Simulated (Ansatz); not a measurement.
Ansatz (an electronic-structure program) input:

Ansatz 0.2 input:
```yaml
crystal:
  periodic: [false, false, false]
  atoms:
    - {symbol: Mo, position_ang: [-0.00657953, 0.00017405, 0.00050642]}
    - {symbol: Br, position_ang: [1.99478782, -0.35761316, -1.26337928]}
    - {symbol: Br, position_ang: [1.07531127, -0.92478750, 1.97531161]}
    - {symbol: Br, position_ang: [-1.08826277, 0.92516700, -1.97439080]}
    - {symbol: Br, position_ang: [-1.67469884, -1.71309632, 0.11179614]}
    - {symbol: Br, position_ang: [-0.33971068, 2.07165216, 1.15325613]}
basis:
  gaussian:
    orbitals: def2-TZVP
hamiltonian:
  xc: b3lyp
  dispersion: d3bj
total_charge: 1
relax: {f_tol: 0.002, max_steps: 150}
```

Problem. Predict the final energy.

Solution. -12939.06164 Eh (B3LYP-D3(BJ)/def2-TZVP). The basis has 280 functions.

The spin state was set by rule; other spins were not relaxed.
